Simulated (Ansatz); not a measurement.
Reaction (redistribution): `CC[SiH]` + `C[N](C)[Mg][NH2]` → `CN(C)[SiH]` + `C[CH2][Mg][NH2]`

Isolated molecules relaxed with PBE0-D4/def2-TZVP in Ansatz; ΔE leaves out vibrations. CBS: MP2 limit from def2 TZ/QZ plus the TZ coupled-cluster correction, frozen cores. Functionals use def2-TZVPP. For Mg outer-core shells are correlated without core-valence functions, which leaves a few kJ/mol of doubt a bond. One conformer a species, not always the lowest.

```
             level  ΔE (kcal/mol)
       LDA (SPW92)          -19.6
         r2SCAN-D4          -17.1
           ωB97M-V          -17.0
           LC-ωPBE          -15.8
     HF/def2-TZVPP          -13.7
SCS-MP2/def2-QZVPP          -16.7
      HF/CBS(def2)          -13.6
    CCSD/CBS(def2)          -15.8
```

What does CCSD(T)/CBS give? (Best estimate.)

Computed: -16.8 kcal/mol. The listed levels differ from it by -2.8, -0.3, -0.2, 1.0, 3.1, 0.1, 3.2, 1.0 kcal/mol.

Largest T1 diagnostic among the species: 0.015.

From BLYP to BHLYP (50 % exact exchange), in def2-TZVPP and without D4, ΔE moves by +1.7 kcal/mol. At CCSD(T), def2-SVP lies +2.7 kcal/mol from the extrapolated value and def2-TZVPP −0.0 kcal/mol.
